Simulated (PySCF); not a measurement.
C2H5Zn, SMILES C[CH2][Zn] (connectivity only; charge and spin as stated), neutral, multiplicity 2. Coordinates come from a B3LYP-D3(BJ)/def2-SVP optimisation. The spin state was assumed, not searched. The isomer is the one that the SMILES or the coordinates give; other isomers of the formula were not compared.

Calculation: B3LYP-D3(BJ)/def2-SVP (PySCF 2.14.0).

Harmonic wavenumbers (cm⁻¹): 178, 217, 327, 579, 885, 911, 1021, 1101, 1226, 1389, 1436, 1467, 1471, 2994, 3039, 3064, 3090, 3111. Rotational constants (GHz): 29.95, 3.515, 3.277; symmetry number 1.

**Question.** Work out the zero-point energy and the ideal-gas rigid-rotor harmonic-oscillator thermochemistry at 298.15 K and 1 atm.

**Answer.** ZPE = ½ Σ hcν = ½ × 27505 cm⁻¹ = 39.32 kcal/mol. H − E(el) = 42.88 kcal/mol. Entropy in cal/(mol K): translation 39.55, rotation 24.35, vibration 6.63, spin 1.38, total 71.90. G − E(el) = 21.44 kcal/mol. Cp = 16.53 cal/(mol K).
